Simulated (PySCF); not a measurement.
Species: C₄H₈OSi₂.
Atom-mapped SMILES: `[CH:1]#[C:2][C@@H:3]1[CH2:4][SiH2:5][O:6][SiH2:7]1` (hydrogens: H8 on C1; H9 on C3; H10, H11 on C4; H12, H13 on Si5; H14, H15 on Si7)

Structure used (PBE0-D3(BJ)/def2-SVP), in Å, numbered top down from 1:
```xyz
15
C4H8OSi2 angstrom
C      2.9526   -0.2538   -1.0668
C      1.9237   -0.1761   -0.4296
C      0.6760   -0.0540    0.2983
C     -0.3813   -1.1383   -0.0398
Si    -2.0563   -0.4702    0.5467
O     -1.7781    1.1816    0.3973
Si    -0.2038    1.6284    0.0326
H      3.8664   -0.3260   -1.6262
H      0.8943   -0.0942    1.3826
H     -0.1066   -2.1161    0.3866
H     -0.4298   -1.2717   -1.1341
H     -3.1967   -0.8928   -0.3145
H     -2.3576   -0.8100    1.9692
H      0.2798    2.6820    0.9671
H     -0.0944    2.0934   -1.3791
```

The calculation used core-valence-separated Tamm–Dancoff BHandHLYP/aug-pcX-1 (pcseg-1 on H, def2-SVPD on Si) in PySCF, non-relativistic, gas phase, PBE0-D3(BJ)/def2-SVP geometry. BHandHLYP without relativity tends to put these K edges a few eV too low, so spacings mean more than positions.

The lowest roots of each edge with f over 0.003 (five at most, numbered afresh; weaker and dark ones are left out), with transition dipoles (au) in the frame of the coordinates:

| root | edge | E (eV) | μx | μy | μz |
| --- | --- | --- | --- | --- | --- |
| 1 | C | 283.52 | -0.0420 | -0.0575 | -0.0612 |
| 2 | C | 283.79 | 0.0443 | 0.0339 | 0.0692 |
| 3 | C | 283.80 | -0.0211 | 0.0834 | -0.0465 |
| 4 | C | 283.90 | 0.0160 | -0.0710 | 0.0382 |
| 5 | C | 285.57 | -0.0047 | -0.0311 | -0.0115 |
| 6 | O | 533.22 | 0.0289 | 0.0321 | -0.0121 |
| 7 | O | 533.49 | 0.0137 | -0.0170 | -0.0003 |
| 8 | O | 533.79 | -0.0105 | -0.0071 | -0.0401 |
| 9 | O | 534.22 | 0.0224 | -0.0155 | -0.0018 |

Question: What are the oscillator strengths?

Answer: f = (2/3) ΔE |μ|², with ΔE in hartree (27.2114 eV):

| root | ΔE (Eh) | \|μ\|² (au) | f | core hole on |
| --- | --- | --- | --- | --- |
| 1 | 10.4193 | 0.008816 | 0.061 | C1 |
| 2 | 10.4289 | 0.007900 | 0.055 | C2 |
| 3 | 10.4295 | 0.009563 | 0.067 | C1 |
| 4 | 10.4331 | 0.006756 | 0.047 | C2 |
| 5 | 10.4946 | 0.001122 | 0.008 | C4 |
| 6 | 19.5953 | 0.002012 | 0.026 | O6 |
| 7 | 19.6055 | 0.000477 | 0.006 | O6 |
| 8 | 19.6164 | 0.001769 | 0.023 | O6 |
| 9 | 19.6321 | 0.000745 | 0.010 | O6 |

Question: Molecules are fixed in this frame and the field points along x. What effective strengths 3 f cos²θ do the roots have (θ between field and μ)?

Answer: root 1 (C1): 0.037, root 2 (C2): 0.041, root 3 (C1): 0.009, root 4 (C2): 0.005, root 5 (C4): 0.000, root 6 (O6): 0.033, root 7 (O6): 0.007, root 8 (O6): 0.004, root 9 (O6): 0.020. Averaged over all orientations cos²θ is 1/3, which gives f back.

One conformer stands for the species.
